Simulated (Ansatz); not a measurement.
`CBN[SiH2]C` → `CBNC` + `[SiH2]` at 500 K and 1 bar (silylene formation by 1,1-elimination).

Gas-phase electronic energies from Ansatz, PBE0-D4/def2-TZVP geometries. CCSD(T)/CBS adds triple-zeta CCSD(T) − MP2 to the extrapolated MP2 energy (def2 sets, frozen cores). This one scheme is used for every species. Each species was taken in one conformer, which may not be the lowest.

| species | CCSD(T)/CBS energy (Eh) | H − E (kJ/mol) | S (J/(mol·K)) |
| --- | --- | --- | --- |
| `CBN[SiH2]C` | -450.78607 | 373.7 | 445.5 |
| `CBNC` | -160.46148 | 316.6 | 364.3 |
| `[SiH2]` | -290.19011 | 48.0 | 226.5 |

H − E and S are ideal-gas, rigid-rotor, harmonic terms from PBE0-D4/def2-TZVP, for one conformer and one mirror image of each species. 1 Eh = 2625.50 kJ/mol, R = 8.31446 J/(mol·K).

Task: By hand: ΔE, ΔH, ΔS and ΔG.

Result: ΔE = (-160.46148) + (-290.19011) − (-450.78607) = 0.13448 Eh = 353.1 kJ/mol. Δ(H − E) = 316.6 + 48.0 − 373.7 = -9.1, so ΔH = 344.0 kJ/mol. ΔS = 364.3 + 226.5 − 445.5 = 145.3 J/(mol·K). ΔG = 344.0 − 500 × (145.3)/1000 = 271.4 kJ/mol.

Task: By hand: the equilibrium constant, and the temperature at which ΔG would vanish if ΔH and ΔS stayed fixed.

Result: log₁₀ K = −ΔG/(RT ln 10) = -28.4. ΔG = 0 at ΔH/ΔS = 2368 K.

The number of gas molecules changes by +1, which sets the sign of ΔS. A doubt of 5 kJ/mol in ΔE shifts log₁₀ K by 0.5 here. Other conformers and mirror images would add mixing entropy, several J/(mol·K) or more a flexible species. These are equilibria of isolated gas molecules and say nothing of rates. Largest T1 diagnostic: 0.014 (customary marks: 0.02 for closed shells, 0.045 for open ones).
